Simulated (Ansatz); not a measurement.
Computed with Ansatz on PBE0-D4/def2-TZVP structures; ΔE is electronic, products minus reactants. CCSD(T)/CBS adds triple-zeta CCSD(T) − MP2 to the extrapolated MP2 energy (def2 sets, frozen cores). This one scheme is used for every species. Functionals use def2-TZVPP. Elements past krypton have def2 core potentials. For Ta outer-core shells are correlated without core-valence functions, which leaves a few kJ/mol of doubt a bond. Each species was taken in one conformer, which may not be the lowest.

Reaction (ligand exchange at a Ta–C bond): `[CH3][Ta]([NH2])(=[S])[Cl]` + H–F → `[NH2][Ta]([F])(=[S])[Cl]` + CH₄

CCSD(T)/CBS gives -41.6 kcal/mol.

Task: Another level gave -48.3 kcal/mol. Which?
A. B97M-V/def2-TZVPP
B. CCSD(T)/def2-TZVPP
C. BHLYP-D4/def2-TZVPP
D. PBE0/def2-TZVPP

Result: A. B97M-V -48.3, PBE0 -44.5, BHLYP-D4 -46.0, CCSD(T)/def2-TZVPP -42.4 kcal/mol.

Task: What do rigid-rotor, harmonic-oscillator terms from PBE0-D4/def2-TZVP frequencies (298.15 K, 1 bar) make of the CCSD(T)/CBS value? (Estimate.)

Result: Computed: ΔZPE = +1.7 kcal/mol, ΔH = -40.4 kcal/mol, ΔS = -8 J/(mol·K), ΔG = -39.8 kcal/mol.

Largest T1 diagnostic among the species: 0.020.

From BLYP to BHLYP (50 % exact exchange), in def2-TZVPP and without D4, ΔE moves by +1.8 kcal/mol. Leaving LDA and LC-ωPBE aside and taking each functional with its dispersion term where it has one, the values, not all of them listed here, spread over 5.3 kcal/mol, from B97M-V to PBE-QIDH. LDA lies +1.9 kcal/mol from PBE without D4. The D4 term adds +1.4 kcal/mol with B3LYP and +0.8 kcal/mol with PBE0; it sums over pairs of atoms, weighted by their polarisabilities, and B3LYP, whose exchange is more repulsive, gets the larger term.

B3LYP here is the variant with VWN-RPA as its local correlation; programs differ in this.
